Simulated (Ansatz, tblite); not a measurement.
Removing and adding an electron: NbSeF3. Charge 0, multiplicity 1. Geometry: r2SCAN-D4/def2-SVP. Ansatz, gas phase; energy differences of separate SCF runs; the oxidised species was run as a doublet alone; the reduced species was run as a doublet alone.

```xyz
5

Nb   -0.0913   -0.0557    0.0002
Se    1.8516    1.1303   -0.0058
F    -1.4522    1.0563   -0.5896
F    -0.4177   -0.6263    1.7336
F     0.1096   -1.5047   -1.1384
```

In the def2 sets Nb takes a core potential; there is no spin–orbit coupling. The xTB rows come from tblite. HOMO above LUMO, or a gap near zero within one spin, warns that the state may not be the lowest or that an electron is smeared out.

Question: Estimate orbital energies and vertical ionisation energies and electron affinities at: GFN1-xTB; GFN2-xTB; PBE-D4/def2-TZVP; PBE-D4/def2-TZVPD; r2SCAN-D4/def2-TZVP; r2SCAN-D4/def2-TZVPD; PBE0-D4/def2-TZVP; PBE0-D4/def2-TZVPD.

Answer: 
```csv
level,−HOMO (eV),vertical IE (eV),−LUMO (eV),vertical EA (eV),HOMO–LUMO gap (eV),IE − EA (eV),remarks
GFN1-xTB,11.21,14.47,9.41,6.37,1.80,8.10,–
GFN2-xTB,12.24,15.25,9.80,6.99,2.45,8.27,–
PBE-D4/def2-TZVP,6.89,10.05,3.63,–,3.26,–,–
PBE-D4/def2-TZVPD,6.90,–,3.65,0.69,3.26,–,"HOMO above zero (-1 doublet), gap within one spin near zero (-1 doublet)"
r2SCAN-D4/def2-TZVP,7.19,10.15,3.63,–,3.56,–,–
r2SCAN-D4/def2-TZVPD,7.17,–,3.61,0.82,3.56,–,HOMO above zero (-1 doublet)
PBE0-D4/def2-TZVP,8.06,10.19,2.96,–,5.10,–,–
PBE0-D4/def2-TZVPD,8.05,–,2.95,1.11,5.09,–,HOMO above zero (-1 doublet)
```

   A HOMO above zero means that the electron is unbound at that level or that self-interaction error raises the level; the energy of removing that electron tells which. Raw xTB energy differences between charge states are shifted by several eV; the methods need an empirical correction for them.
